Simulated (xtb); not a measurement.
C₇H₇O, doublet, at a GFN2-xTB geometry; GFN0-xTB (xtb).

xtb was given this input:
```
$ xtb mol.xyz --gfn 0 --uhf 1 --ohess --json

# file mol.xyz
15

C     -2.77485450    -0.31397233    -0.09795376
C     -1.29792260    -0.13873099    -0.03622907
C     -0.45540720    -1.26271643     0.02356923
C      0.90039985    -1.13281791     0.06596932
C      1.53805169     0.17123047     0.05117137
O      2.76698655     0.30614444     0.08995023
C      0.63546333     1.30580553    -0.01312065
C     -0.71777593     1.13931539    -0.05441069
H     -3.10307357    -1.07229238     0.61135704
H     -3.06467633    -0.65514815    -1.09371576
H     -3.29368044     0.61901725     0.10676058
H     -0.90589933    -2.24607811     0.03647089
H      1.54792454    -1.99548828     0.11300103
H      1.08227016     2.28858041    -0.02585172
H     -1.36648507     2.00357152    -0.10159847
```

The log (banner, timings and long lists left out):

```
   ID    Z sym.   atoms
    1    6 C      1-5, 7, 8
    2    8 O      6
    3    1 H      9-15

           -------------------------------------------------
          |                Calculation Setup                |
           -------------------------------------------------

           -------------------------------------------------
          |                 G F N 0 - x T B                 |
           -------------------------------------------------

          ...................................................
          :                      SETUP                      :
          :.................................................:
          :  # basis functions                  46          :
          :  # atomic orbitals                  46          :
          :  # shells                           30          :
          :  # electrons                        41          :
          :  electronic temp.          300.0000000     K    :
          :  accuracy                    1.0000000          :
          :  -> integral cutoff          0.2500000E+02      :
          :  -> integral neglect         0.1000000E-07      :
          ...................................................

         :::::::::::::::::::::::::::::::::::::::::::::::::::::
         ::                     SUMMARY                     ::
         :::::::::::::::::::::::::::::::::::::::::::::::::::::
         :: total energy             -21.864372411244 Eh    ::
         :: gradient norm              0.016401152868 Eh/a0 ::
         :: HOMO-LUMO gap              3.326086478638 eV    ::
         ::.................................................::
         :: H0 energy                -22.151433913418 Eh    ::
         :: repulsion energy           0.358374452098 Eh    ::
         :: electrostat energy        -0.053103012818 Eh    ::
         :: -> Gsolv                   0.000000000000 Eh    ::
         ::    -> Gsasa                0.000000000000 Eh    ::
         ::    -> Gshift               0.000000000000 Eh    ::
         :: dispersion energy         -0.005323308792 Eh    ::
         :: short-range corr.         -0.012886628314 Eh    ::
         :: add. restraining           0.000000000000 Eh    ::
         :: total charge              -0.000000000000 e     ::
         :::::::::::::::::::::::::::::::::::::::::::::::::::::

      -----------------------------------------------------------
     |                   =====================                   |
     |                        A N C O P T                        |
     |                   =====================                   |
     |               Approximate Normal Coordinate               |
     |                Rational Function Optimizer                |
      -----------------------------------------------------------
      -----------------------------------------------------------
     |                   =====================                   |
     |                        A N C O P T                        |
     |                   =====================                   |
     |               Approximate Normal Coordinate               |
     |                Rational Function Optimizer                |
      -----------------------------------------------------------

          ...................................................
          :                      SETUP                      :
          :.................................................:
          :   optimization level            normal          :
          :   max. optcycles                   200          :
          :   ANC micro-cycles                  20          :
          :   degrees of freedom                39          :
          :.................................................:
          :   RF solver                   davidson          :
          :   write xtbopt.log                true          :
          :   linear?                        false          :
          :   energy convergence         0.5000000E-05 Eh   :
          :   grad. convergence          0.1000000E-02 Eh/α :
          :   maxmium RF displ.          1.0000000          :
          :   Hlow (freq-cutoff)         0.1000000E-01      :
          :   Hmax (freq-cutoff)         5.0000000          :
          :   S6 in model hess.         20.0000000          :
          ...................................................

generating ANC from exact Hessian ...
Using Lindh-Hessian (1995)
 Shifting diagonal of input Hessian by    4.5036022619841746E-003
 Lowest  eigenvalues of input Hessian
    0.000000    0.000000    0.000000    0.000000    0.000000    0.000000
    0.010000    0.013089    0.019752    0.021401    0.021828    0.030185
    0.048942    0.052841    0.072878    0.076709    0.100516    0.100994
 Highest eigenvalues
    1.464927    1.540395    1.808429    1.870794    1.915153    2.222549

........................................................................
.............................. CYCLE    1 ..............................
........................................................................
 * total energy  :   -21.8643724 Eh     change        0.0000000E+00 Eh
   gradient norm :     0.0164012 Eh/α   predicted     0.0000000E+00 (   0.00%)
   displ. norm   :     0.0403438 α      lambda       -0.3538622E-03
   maximum displ.:     0.0319387 α      in ANC's #7, #30, #11, ...

........................................................................
.............................. CYCLE    2 ..............................
........................................................................
 * total energy  :   -21.8645984 Eh     change       -0.2260133E-03 Eh
   gradient norm :     0.0067072 Eh/α   predicted    -0.1772196E-03 ( -21.59%)
   displ. norm   :     0.0164714 α      lambda       -0.5658996E-04
   maximum displ.:     0.0117167 α      in ANC's #7, #11, #30, ...

........................................................................
[...]
 * total energy  :   -21.8646311 Eh     change       -0.3268777E-04 Eh
 * total energy  :   -21.8646352 Eh     change       -0.4094882E-05 Eh
 * total energy  :   -21.8646359 Eh     change       -0.7282828E-06 Eh
   *** GEOMETRY OPTIMIZATION CONVERGED AFTER 5 ITERATIONS ***
         :: total energy             -21.864635935524 Eh    ::
[...]
 projected vibrational frequencies (cm⁻¹)
eigval :       -0.00    -0.00    -0.00    -0.00     0.00     0.00
eigval :      -20.66   107.48   252.23   290.56   317.90   402.34
eigval :      421.31   434.44   578.06   631.09   727.39   733.43
eigval :      768.07   823.88   888.61   889.95   943.49   957.48
eigval :      966.72  1059.42  1131.56  1163.64  1178.85  1241.21
eigval :     1324.64  1353.35  1360.20  1403.17  1436.30  1442.22
eigval :     1477.74  1500.86  3069.80  3091.58  3094.51  3098.69
eigval :     3110.87  3115.34  3115.61
 reduced masses (amu)
   1:  9.79   2: 11.74   3: 11.73   4: 10.78   5: 12.46   6: 12.24   7:  1.39   8: 11.76
   9: 10.35  10:  9.46  11:  9.36  12: 11.97  13: 12.01  14:  8.35  15: 11.52  16:  9.55
  17: 10.80  18:  3.29  19:  6.12  20: 11.35  21:  3.51  22:  2.94  23:  8.65  24:  4.46
  25:  4.75  26:  4.93  27:  1.89  28:  6.37  29:  8.36  30:  6.49  31: 10.23  32:  8.36
  33:  3.00  34: 10.04  35:  1.81  36:  2.68  37: 12.77  38: 11.64  39:  1.46  40:  1.78
  41:  1.79  42:  1.78  43:  1.86  44:  1.86  45:  1.97
 IR intensities (km·mol⁻¹)
   1:  0.48   2:  3.06   3:  1.30   4:  0.84   5:  0.84   6:  0.19   7:  0.16   8:  3.20
   9: 11.35  10:  0.18  11:  0.00  12:  2.79  13:  2.24  14:  2.44  15:  0.09  16:  0.17
  17:  1.60  18:  0.08  19: 77.65  20:  0.87  21:  0.06  22:  0.56  23:  0.63  24:  1.30
  25: 24.46  26:  3.02  27:  0.67  28:  0.02  29:  3.02  30:  0.44  31:  0.97  32:  0.65
  33:  8.46  34:  0.38  35:  6.65  36:  5.20  37:  2.11  38:  0.72  39:  1.07  40:  0.40
  41:  0.22  42:  2.13  43: 18.57  44:  4.48  45:  0.04
 Raman intensities (Ä⁴*amu⁻¹)
Molecule has no symmetry elements
It seems to be the C1 point group
   1:  0.00   2:  0.00   3:  0.00   4:  0.00   5:  0.00   6:  0.00   7:  0.00   8:  0.00
   9:  0.00  10:  0.00  11:  0.00  12:  0.00  13:  0.00  14:  0.00  15:  0.00  16:  0.00
  17:  0.00  18:  0.00  19:  0.00  20:  0.00  21:  0.00  22:  0.00  23:  0.00  24:  0.00
  25:  0.00  26:  0.00  27:  0.00  28:  0.00  29:  0.00  30:  0.00  31:  0.00  32:  0.00
  33:  0.00  34:  0.00  35:  0.00  36:  0.00  37:  0.00  38:  0.00  39:  0.00  40:  0.00
  41:  0.00  42:  0.00  43:  0.00  44:  0.00  45:  0.00
 output can be read by thermo (or use thermo option).
 writing <g98.out> molden fake output.
 recommended (thermochemical) frequency scaling factor: 1.0
           -------------------------------------------------
          |             Thermodynamic Functions             |
           -------------------------------------------------

c1  symmetry found (for desy threshold:  0.10E+00) used in thermo

          ...................................................
          :                      SETUP                      :
          :.................................................:
          :  # frequencies                          38      :
          :  # imaginary freq.                       1      :
          :  linear?                             false      :
          :  only rotor calc.                    false      :
          :  symmetry                               c1      :
          :  rotational number                       1      :
          :  scaling factor                  1.0000000      :
          :  rotor cutoff                   50.0000000 cm⁻¹ :
          :  imag. cutoff                  -20.0000000 cm⁻¹ :
          :.................................................:

    mode    ω/cm⁻¹     T·S(HO)/kcal·mol⁻¹    T·S(FR)/kcal·mol⁻¹   T·S(vib)
   ------------------------------------------------------------------------
       1    107.48    -0.98806 ( 95.53%)    -0.82968 (  4.47%)    -0.98097
       2    252.23    -0.51131 ( 99.85%)    -0.57706 (  0.15%)    -0.51141
       3    290.56    -0.43848 ( 99.91%)    -0.53516 (  0.09%)    -0.43857
   ------------------------------------------------------------------------

   temp. (K)  partition function   enthalpy   heat capacity  entropy
                                   cal/mol     cal/K/mol   cal/K/mol   J/K/mol
 298.15  VIB   12.3                 2504.131     20.520     13.364
         ROT  0.270E+06              888.752      2.981     27.837
         INT  0.333E+07             3392.883     23.501     41.201
         TR   0.107E+28             1481.254      4.968     39.905
         TOT                        4874.1373    28.4695    81.1061   339.3479

       T/K    H(0)-H(T)+PV         H(T)/Eh          T*S/Eh         G(T)/Eh
   ------------------------------------------------------------------------
    298.15    0.776743E-02    0.121457E+00    0.385361E-01    0.829210E-01
   ------------------------------------------------------------------------

         :::::::::::::::::::::::::::::::::::::::::::::::::::::
         ::                  THERMODYNAMIC                  ::
         :::::::::::::::::::::::::::::::::::::::::::::::::::::
         :: total free energy         -21.781714933843 Eh   ::
         ::.................................................::
         :: total energy              -21.864635935524 Eh   ::
         :: zero point energy           0.113689690305 Eh   ::
         :: G(RRHO) w/o ZPVE           -0.030768688624 Eh   ::
         :: G(RRHO) contrib.            0.082921001681 Eh   ::
         :::::::::::::::::::::::::::::::::::::::::::::::::::::
imag cut-off (cm-1) :    5.00
 found            1  significant imaginary frequency
 writing imag mode distorted coords to xtbhess.xyz
 for further optimization.

optimized geometry written to: xtbopt.xyz

           -------------------------------------------------
          | TOTAL ENERGY              -21.864635935524 Eh   |
          | TOTAL ENTHALPY            -21.743178813089 Eh   |
          | TOTAL FREE ENERGY         -21.781714933843 Eh   |
          | GRADIENT NORM               0.000491756419 Eh/α |
          | HOMO-LUMO GAP               3.331174604018 eV   |
           -------------------------------------------------

normal termination of xtb
```
